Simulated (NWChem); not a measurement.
System: C₂H₄ClNOSi; SMILES N#CC[Si@@H](O)Cl

Here is an NWChem input.

```
start job
memory heap 200 mb stack 900 mb global 1100 mb
geometry units angstroms noautosym nocenter noautoz
  N      0.129963    -3.372386    -0.261560
  C      0.455927    -2.313467     0.087148
  C      0.838376    -0.964044     0.483157
  Si    -0.277357     0.338849    -0.318561
  O     -1.735574     0.206731     0.437028
  Cl     0.602111     2.191118     0.030528
  H      0.769166    -0.857562     1.572853
  H      1.880734    -0.774710     0.199827
  H     -0.367001     0.181842    -1.786011
  H     -2.482079     0.722964     0.101269
end
basis spherical
  * library 6-31g*
end
dft
  xc b3lyp
  iterations 150
end
cosmo
  do_cosmo_smd true
  solvent water
end
task dft energy
```

Parts of the log:

```
             Northwest Computational Chemistry Package (NWChem) 7.3.0
             --------------------------------------------------------

                             Geometry "geometry" -> ""
                             -------------------------

 Output coordinates in angstroms (scale by  1.889725989 to convert to a.u.)

  No.       Tag          Charge          X              Y              Z
 ---- ---------------- ---------- -------------- -------------- --------------
    1 N                    7.0000     0.12996300    -3.37238600    -0.26156000
    2 C                    6.0000     0.45592700    -2.31346700     0.08714800
    3 C                    6.0000     0.83837600    -0.96404400     0.48315700
    4 Si                  14.0000    -0.27735700     0.33884900    -0.31856100
    5 O                    8.0000    -1.73557400     0.20673100     0.43702800
    6 Cl                  17.0000     0.60211100     2.19111800     0.03052800
    7 H                    1.0000     0.76916600    -0.85756200     1.57285300
    8 H                    1.0000     1.88073400    -0.77471000     0.19982700
    9 H                    1.0000    -0.36700100     0.18184200    -1.78601100
   10 H                    1.0000    -2.48207900     0.72296400     0.10126900

 Effective nuclear repulsion energy (a.u.)     329.3239919203

                                 NWChem DFT Module
                                 -----------------

 Summary of "ao basis" -> "ao basis" (spherical)
 ------------------------------------------------------------------------------
       Tag                 Description            Shells   Functions and Types
 ---------------- ------------------------------  ------  ---------------------
 N                           6-31g*                  6       14   3s2p1d
 C                           6-31g*                  6       14   3s2p1d
 Si                          6-31g*                  8       18   4s3p1d
 O                           6-31g*                  6       14   3s2p1d
 Cl                          6-31g*                  8       18   4s3p1d
 H                           6-31g*                  2        2   2s

 in cosmo_initialize ...
 calling solv_data for solv:h2o

 solvent parameters
 solvname_short: h2o
 solvname_long:  water
 dielec:       78.4000
 dielecinf:     1.7769
 aqueous SMD model solvent descriptors
 dielec:       78.4000
 sola:          0.8200

          ---------------
          -cosmo- solvent
          ---------------
 Cosmo: York-Karplus, doi: 10.1021/jp992097l
 dielectric constant -eps-     =  78.40
 screen = (eps-1)/(eps    )    =   0.98724
 surface charge correction     = lagrangian

   van der Waals surface
 --------------------------

[...]

                                COSMO-SMD solvation results
                                ---------------------------

             internal energy in gas <Psi(g)|H|Psi(g)> =      -958.357539644849
         internal energy in solvent <Psi(s)|H|Psi(s)> =      -958.353855145049
                               delta internal energy  =         0.003684499799 (    2.31 kcal/mol)
   total free energy in solvent <Psi(s)|H+V/2|Psi(s)> =      -958.378167439363
 polarization energy contribution <Psi(s)|V/2|Psi(s)> =        -0.024312294314 (  -15.26 kcal/mol)
    total free energy in solvent including G(SMD-CDS) =      -958.370889850812
                       G(SMD-CDS) energy contribution =         0.007277588551 (    4.57 kcal/mol)
     1 M fixed-concentration free energy of solvation =        -0.013350205964 (   -8.38 kcal/mol)

                       DFT Final Molecular Orbital Analysis
                       ------------------------------------

 Vector   29  Occ=2.000000D+00  E=-3.344797D-01
              MO Center= -2.2D-01, -9.5D-01,  2.7D-02, r^2= 5.9D+00
   Bfn.  Coefficient  Atom+Function         Bfn.  Coefficient  Atom+Function
  ----- ------------  ---------------      ----- ------------  ---------------
     5      0.304914   1 N  pz               19      0.249536   2 C  pz
    64      0.242756   5 O  py               65      0.227949   5 O  pz
    81      0.200831   6 Cl px               83      0.187325   6 Cl pz
     9      0.184438   1 N  pz               68      0.183174   5 O  py
    69      0.167198   5 O  pz               98      0.147099   9 H  s

 Vector   30  Occ=2.000000D+00  E=-3.289270D-01
              MO Center=  1.3D-01,  1.5D+00,  6.4D-02, r^2= 3.7D+00
   Bfn.  Coefficient  Atom+Function         Bfn.  Coefficient  Atom+Function
  ----- ------------  ---------------      ----- ------------  ---------------
    81      0.451594   6 Cl px               83     -0.435318   6 Cl pz
    64      0.254078   5 O  py               85      0.246456   6 Cl px
    87     -0.235219   6 Cl pz               68      0.188996   5 O  py
    77     -0.176322   6 Cl px               79      0.170237   6 Cl pz
    63      0.131766   5 O  px                5     -0.100849   1 N  pz

 Vector   31  Occ=2.000000D+00  E=-3.096731D-01
              MO Center=  2.8D-01, -6.2D-01, -1.2D-01, r^2= 5.8D+00
   Bfn.  Coefficient  Atom+Function         Bfn.  Coefficient  Atom+Function
  ----- ------------  ---------------      ----- ------------  ---------------
    83      0.277596   6 Cl pz                3     -0.224878   1 N  px
     5     -0.181945   1 N  pz               81      0.178783   6 Cl px
    98      0.179433   9 H  s                82     -0.176500   6 Cl py
    31      0.170667   3 C  px               51     -0.165191   4 Si pz
    87      0.158066   6 Cl pz               32     -0.156144   3 C  py

 Vector   32  Occ=0.000000D+00  E= 1.005891D-02
              MO Center=  2.4D-01, -1.0D+00, -1.2D-01, r^2= 5.6D+00
   Bfn.  Coefficient  Atom+Function         Bfn.  Coefficient  Atom+Function
  ----- ------------  ---------------      ----- ------------  ---------------
    52      0.452689   4 Si s                84     -0.444785   6 Cl s
    48      0.408695   4 Si s                86      0.399515   6 Cl py
    53      0.380809   4 Si px               54      0.377912   4 Si py
    49      0.299278   4 Si px                7     -0.289656   1 N  px
    21      0.274003   2 C  px                3     -0.249889   1 N  px

 Vector   33  Occ=0.000000D+00  E= 2.421395D-02
              MO Center= -3.9D-01, -2.7D-01, -2.2D-01, r^2= 6.0D+00
   Bfn.  Coefficient  Atom+Function         Bfn.  Coefficient  Atom+Function
  ----- ------------  ---------------      ----- ------------  ---------------
    53      0.751967   4 Si px               66      0.572104   5 O  s
    96     -0.437723   8 H  s                54     -0.383912   4 Si py
    94      0.327844   7 H  s                52     -0.266045   4 Si s
    85     -0.244969   6 Cl px               23     -0.222358   2 C  pz
    49      0.206810   4 Si px                9      0.202429   1 N  pz

 Vector   34  Occ=0.000000D+00  E= 3.374177D-02
              MO Center=  4.2D-02, -1.4D+00, -7.1D-02, r^2= 5.6D+00
   Bfn.  Coefficient  Atom+Function         Bfn.  Coefficient  Atom+Function
  ----- ------------  ---------------      ----- ------------  ---------------
    53      0.549948   4 Si px               66      0.425817   5 O  s
     9     -0.364001   1 N  pz               23      0.354898   2 C  pz
    19      0.312563   2 C  pz               94     -0.313907   7 H  s
    21     -0.297508   2 C  px                5     -0.281518   1 N  pz
     7      0.274113   1 N  px               96      0.268514   8 H  s

     Multipole analysis of the density
     ---------------------------------

     L   x y z        total         alpha         beta         nuclear
     -   - - -        -----         -----         ----         -------
     0   0 0 0     -0.000000    -31.000000    -31.000000     62.000000

     1   1 0 0     -0.096762     -0.940970     -0.940970      1.785179
     1   0 1 0      1.445313      1.055715      1.055715     -0.666117
     1   0 0 1      0.047768     -1.142260     -1.142260      2.332288

     2   2 0 0    -30.432316    -99.751699    -99.751699    169.071081
     2   1 1 0     -4.672375     -2.368455     -2.368455      0.064534
     2   1 0 1      2.103449      1.226592      1.226592     -0.349734
     2   0 2 0    -53.585698   -388.823127   -388.823127    724.060556
     2   0 1 1     -2.661321     -2.694255     -2.694255      2.727189
     2   0 0 2    -35.610323    -36.738093    -36.738093     37.865862
```

Level: B3LYP/6-31G* (spherical d), SMD on the gas-phase geometry. Structure relaxed at the B3LYP/6-31G* (spherical d) level. Solvent: water.
